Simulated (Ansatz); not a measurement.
System: sum formula SiOCl3 (charge 0, doublet). It need not be the lowest isomer of its formula. 
Geometry from a B3LYP-D3(BJ)/def2-TZVP (Ansatz, an electronic-structure program) optimisation:
SMILES: [O][Si](Cl)(Cl)Cl
```xyz
5

Si     0.2165    -0.0547     0.1416
Cl     0.5229     1.6018    -0.9990
Cl    -0.1825    -1.6878    -0.9945
Cl    -1.3064     0.2075     1.4565
O      1.6739    -0.1626     0.8933
```
Charge 0, spin multiplicity 2.

Basis-set convergence of Hartree-Fock and CCSD(T) correlation energies (hartree) with Ansatz. Correlated levels leave the core frozen unless marked. UHF or UKS for open shells. No spin-orbit coupling. Non-relativistic.

| basis | functions | E(HF) | E(corr, CCSD(T)) |
|---|---|---|---|
| cc-pV(D+d)Z | 106 | -1742.46697 | -0.70134 |
| cc-pV(T+d)Z | 186 | -1742.56227 | -0.95033 |
| cc-pV(Q+d)Z | 311 | -1742.58274 | -1.03734 |
| cc-pV(5+d)Z | 491 | -1742.58670 | -1.06693 |

Extrapolating the two largest sets (X = 4 and 5) as X^-3: E(corr) = (125·(-1.06693) - 64·(-1.03734))/61 = -1.0980 Eh, an estimate of the basis-set limit. The largest set recovers 97.2 % of it, the smallest 63.9 %.
